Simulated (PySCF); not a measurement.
TlSb⁺: frontier orbitals

PBE at R = 3.322 Å; Tl cc-pVDZ-PP with ECP60, Sb cc-pVDZ-PP with ECP28; scalar-relativistic core potentials (PySCF 2.14). State: ⁴Σ⁻ (quartet), unpaired electrons σ ↑, π ↑↑. Only the outer orbitals are listed, counted within each symmetry, core potentials removing the inner ones.

| spin | orbital | occ. | ε (eV) | on Tl (%) | main shells (%) |
| --- | --- | --- | --- | --- | --- |
| α | 7σ | 1 | -18.48 | 5 | 95 Sb s |
| α | 8σ | 1 | -15.41 | 93 | 92 Tl s |
| α | 9σ | 1 | -10.58 | 23 | 76 Sb p, 19 Tl p |
| α | 5π | 1 | -10.16 | 4 | 96 Sb p |
| α | 5π | 1 | -10.16 | 4 | 96 Sb p |
| α | 6π | 0 | -7.48 | 95 | 95 Tl p |
| α | 6π | 0 | -7.48 | 95 | 95 Tl p |
| α | 10σ | 0 | -6.44 | 80 | 80 Tl p, 18 Sb p |
| β | 7σ | 1 | -16.82 | 14 | 86 Sb s, 12 Tl s |
| β | 8σ | 1 | -15.08 | 86 | 86 Tl s, 12 Sb s |
| β | 9σ | 0 | -9.10 | 36 | 63 Sb p, 33 Tl p |
| β | 5π | 0 | -8.39 | 23 | 77 Sb p, 22 Tl p |
| β | 5π | 0 | -8.39 | 23 | 77 Sb p, 22 Tl p |

Which are the highest filled and the lowest empty level, where do they sit, and how wide is the gap?

Highest filled α 5π at -10.16 eV (in %: 96 Sb p); lowest empty β 9σ at -9.10 eV (in %: 63 Sb p, 33 Tl p); the gap at PBE is 1.06 eV.

```json
{"bond order (Mayer)": "0.55", "⟨S²⟩": "3.751", "charge on Tl (Mulliken, basis-dependent)": "0.72", "charge on Tl (Löwdin, basis-dependent)": "0.65", "dipole moment (positive dipole points towards Sb; it is taken about the centre of mass and depends on that origin)": "-1.20 D", "polarisability along the bond": "115.7 bohr³", "polarisability across the bond": "40.5 bohr³"}
```

These are scalar-relativistic numbers at best; spin–orbit coupling would shift them, the dissociation energy most. The state was picked by a PBE0 search and need not be the measured ground state.
